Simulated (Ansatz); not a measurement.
Z-matrix (Å, degrees):
```
C
F 1 1.3413
C 1 1.3934 2 119.22
H 3 1.0911 1 119.39 2 0.00
C 1 1.3934 2 119.22 3 -180.00
H 5 1.0911 1 119.39 2 0.00
C 3 1.3966 4 121.39 1 -180.00
H 7 1.0911 3 121.39 4 0.00
C 7 1.3934 8 119.39 3 -180.00
F 9 1.3413 7 119.22 8 0.00
C 9 1.3934 10 119.22 7 -180.00
H 11 1.0911 9 119.39 10 0.00
```
Charge 0, spin multiplicity 1.

All values below come from frozen-core CCSD(T)/cc-pVDZ // B3LYP-D3(BJ)/def2-SVP (Ansatz, a quantum-chemistry and plane-wave program). The restricted HF reference is unstable towards unrestricted orbitals.

- HF energy = -428.43146 Ha
- MP2 correlation energy = -1.13985 Ha

### Question
Estimate the CCSD correlation energy, the (T) correction, the total energy and the T1 diagnostic.

### Answer

```json
{
 "CCSD correlation energy": "-1.17374 Ha",
 "(T) correction": "-0.04328 Ha",
 "CCSD(T) total energy": "-429.64847 Ha",
 "T1 diagnostic": "0.012"
}
```
